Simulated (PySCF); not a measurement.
A calculated (wB97X-V, PySCF 2.14, cc-pVDZ-X2C, the spin-free X2C one-electron Hamiltonian (Gaussian nucleus)) atom or ion has these occupied shells.

```
shell  electrons  orbital energy (eV)  rms radius, mean of both spins (bohr)
 1s α          1             -46658.6                                 0.0259
 1s β          1             -46658.6                                 0.0259
 2s α          1              -7659.1                                  0.105
 2s β          1              -7659.0                                  0.105
 2p α          3              -6843.0                                 0.0941
 2p β          3              -6842.9                                 0.0941
 3s α          1              -1700.3                                  0.272
 3s β          1              -1698.3                                  0.272
 3p α          3              -1443.3                                  0.272
 3p β          3              -1441.3                                  0.272
 3d α          5              -1090.4                                  0.250
 3d β          5              -1088.6                                  0.250
 4s α          1              -356.46                                  0.616
 4s β          1              -351.29                                  0.616
 4p α          3              -271.39                                  0.654
 4p β          3              -266.04                                  0.654
 4d α          5              -150.55                                  0.725
 4d β          5              -144.55                                  0.725
 5s α          1              -62.821                                   1.51
 5s β          1              -60.196                                   1.51
 5p α          3              -41.282                                   1.76
 5p β          3              -39.351                                   1.76
 4f α          6              -21.579                                   1.10
```

(1) Name the element and its charge.

## Answers

(1) Sm²⁺ (samarium, charge +2), in [Xe] 4f6, high-spin 7F determinant.
